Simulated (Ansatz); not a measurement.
The lowest singlet and triplet of H2P (SMILES [PH2+]); geometries from B3LYP-D3(BJ)/def2-TZVP, each state relaxed from the structure named, with no frequency check.
Singlet (charge 1, multiplicity 1):
```json
[
 {"atom": "P", "x (Å)": "-0.0004", "y (Å)": "0.1168", "z (Å)": "0.0000"},
 {"atom": "H", "x (Å)": "-1.0230", "y (Å)": "-0.8794", "z (Å)": "0.0000"},
 {"atom": "H", "x (Å)": "1.0292", "y (Å)": "-0.8722", "z (Å)": "0.0000"}
]
```
Triplet (charge 1, multiplicity 3):
```xyz
3

P     -0.00022     0.08111     0.00000
H     -1.23606    -0.61174     0.00000
H      1.23941    -0.60491     0.00000
```

A positive gap puts the triplet lower; no zero-point energy. R- takes a restricted singlet. The triplet is unrestricted in single-reference levels. Active spaces average the two states.

Correlated levels freeze the cores.

Codes used: Ansatz (Gaussian orbitals). 

R-PBE/def2-TZVPP gives -53.0 kJ/mol for the gap E(singlet) − E(triplet), adiabatic.

### Question
Where do these levels fall relative to PBE: R-r2SCAN/def2-TZVPP, R-B3LYP/def2-TZVPP, R-wB97M-V/def2-TZVPP, R-B2PLYP/def2-TZVPP, R-MP2/cc-pV(Q+d)Z, R-CCSD(T)/cc-pV(Q+d)Z, SC-NEVPT2 on SA-CASSCF(6,6)/cc-pV(Q+d)Z, FIC-MRCISD+Q on SA-CASSCF(6,6)/cc-pV(Q+d)Z, FCI/cc-pV(D+d)Z.

### Answer
R-r2SCAN/def2-TZVPP 24.6; R-B3LYP/def2-TZVPP -16.9; R-wB97M-V/def2-TZVPP -32.0; R-B2PLYP/def2-TZVPP -14.6; R-MP2/cc-pV(Q+d)Z -7.2; R-CCSD(T)/cc-pV(Q+d)Z -21.7; SC-NEVPT2 on SA-CASSCF(6,6)/cc-pV(Q+d)Z -24.8; FIC-MRCISD+Q on SA-CASSCF(6,6)/cc-pV(Q+d)Z -24.3; FCI/cc-pV(D+d)Z -14.0 kJ/mol. 1 of 9 lie above PBE; the widest gap is to R-wB97M-V/def2-TZVPP.

Doubts at one or more of the structures used: a restricted determinant that unrestricted orbitals would lower (R-r2SCAN/def2-TZVPP, R-B2PLYP/def2-TZVPP, R-MP2/cc-pV(Q+d)Z, R-CCSD(T)/cc-pV(Q+d)Z).

Ansatz is an electronic-structure program.
